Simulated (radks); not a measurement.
Results of a calculation; reference values are marked as such.
Problem. These are the eigenvalues of the occupied orbitals of an atom or ion with whole-number occupations (eV). Level of theory: non-relativistic Kohn-Sham, TPSS, spin-polarised, spherical densities, point nucleus; meta-GGA in the generalised Kohn-Sham scheme (a radial shooting solver on a logarithmic mesh with Libxc functionals).

orbital  eigenvalue
1s up     -4960.053
1s down   -4959.116
2s up     -642.6694
2s down   -642.0420
2p up     -554.2303
2p down   -553.1784
3s up     -159.0708
3s down   -154.6476
3p up     -134.0764
3p down   -129.8678

Which element is it, and in what charge state? The configuration may be excited. Open shells, if any, are filled with parallel spins first.

Solution. Z = 22, titanium, charge +6: Ti6+ in [Ne] 3s2 3p4. The list shows which subshells hold electrons but not how many an open one holds; the 1s level, -182.28 hartree, gives Z - s = 19.1 by -(Z - s)^2/2, which with screening narrows Z to a few neighbours, and the depths of the outer levels then fix element, charge and occupations together.
